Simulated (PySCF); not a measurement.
**Carbon: a sound run and one with changed settings**

Sound run: C⁺ [He] 2s2 2p1, C²⁺ [He] 2s2. Computed with PySCF 2.14 in x2c-SVPall (3s2p1d, 14 functions), with the spin-free X2C one-electron Hamiltonian (Gaussian nucleus). The sound run starts from symmetry-adapted Hartree-Fock orbitals and uses a fine grid where one is needed.

Changed run: 26 angular points. This setting is unsound on purpose.

| species | method | sound run (hartree) | changed run (hartree) | converged |
| --- | --- | --- | --- | --- |
| C⁺ | UHF | -37.25916 | -37.25916 | yes |
| C⁺ | LDA | -37.00542 | -37.00563 | yes |
| C⁺ | PBE | -37.34119 | -37.34065 | yes |
| C²⁺ | UHF | -36.36599 | -36.36599 | yes |
| C²⁺ | LDA | -36.09084 | -36.09084 | yes |
| C²⁺ | PBE | -36.42252 | -36.42252 | yes |

Ionisation energy of C⁺:

| method | sound run (eV) | changed run (eV) |
| --- | --- | --- |
| UHF | 24.304 | 24.304 |
| LDA | 24.887 | 24.893 |
| PBE | 24.998 | 24.984 |

A coarse angular grid integrates products of high-l functions wrongly, so density functionals can shift, and the SCF can exploit the error; Hartree-Fock and MP2 need no grid.

For comparison, NIST gives 24.383 eV between the lowest levels.
